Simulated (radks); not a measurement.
Results of a calculation; reference values are marked as such.
Dy+, 65 electrons, occupied as [Xe] 4f10 6s1. Code: a radial shooting solver on a logarithmic mesh with Libxc functionals. Model: scalar-relativistic Kohn-Sham, Slater X-alpha with alpha = 0.713, spin-unpolarised, spherical densities, point nucleus.

Unscreened Slater integrals over Kohn-Sham orbitals (hartree).

integral,value
"F0(6s,6s)",0.24284
"F0(6s,4f)",0.31607
"G3(6s,4f)",0.012206
"F0(6s,5p)",0.30234
"G1(6s,5p)",0.023863
"F0(6s,5s)",0.30735
"G0(6s,5s)",0.012306
"F0(4f,4f)",1.0955
"F2(4f,4f)",0.50399
"F4(4f,4f)",0.31317
"F6(4f,4f)",0.22448
"F0(4f,5p)",0.69796
"F2(4f,5p)",0.24002
"G2(4f,5p)",0.13300
"G4(4f,5p)",0.10016
"F0(4f,5s)",0.79447
"G3(4f,5s)",0.15469
"F0(5p,5p)",0.58488
"F2(5p,5p)",0.31286
"F0(5p,5s)",0.63110
"G1(5p,5s)",0.41770
"F0(5s,5s)",0.69306

Derived for the open shells (J is the average intra-shell exchange parameter used in DFT+U). 4f: F4/F2 = 0.621, F6/F2 = 0.445, J = (286 F2 + 195 F4 + 250 F6)/6435 = 0.04061 hartree.
